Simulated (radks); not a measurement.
Spherical quantum dot in the effective-mass picture: electrons in a parabolic well V = omega^2 r^2 / 2 with omega = 0.0904, all in effective atomic units (hartree* = m*/eps^2 hartree, bohr* = eps/m* bohr), one dielectric constant everywhere. Method: non-relativistic Kohn-Sham, PBEsol, spin-polarised, spherical densities; computed with a radial shooting solver with Libxc functionals. Levels are named by radial order and angular momentum (1s, 1p, 1d, 2s, ...), and open shells are averaged over m.

N = 4, configuration 1s2 1p(up 2, down 0). This is the lowest configuration that the search found (a dilute case). Occupied levels:

| level | occupation | eigenvalue (hartree*) | <r> (bohr*) |
|---|---|---|---|
| 1s up | 1 | 0.64916 | 5.486 |
| 1s down | 1 | 0.66685 | 5.141 |
| 1p up | 2 | 0.69214 | 6.406 |

Energy (hartree*): total 1.61356, kinetic 0.22106, external 0.62416, Hartree 1.2226, exchange-correlation -0.45428.

Electron density:

| r (bohr*) | n(r) (e/bohr*^3) |
|---|---|
| 0.868 | 0.002504 |
| 1.80 | 0.002595 |
| 2.73 | 0.002682 |
| 3.66 | 0.002671 |
| 4.59 | 0.002467 |
| 5.53 | 0.002037 |
| 6.46 | 0.001458 |
| 7.39 | 0.0008771 |
| 8.32 | 0.0004268 |
| 9.25 | 0.0001685 |
| 10.2 | 0.00005583 |
| 11.1 | 0.00001579 |
| 12.1 | 3.744e-06 |
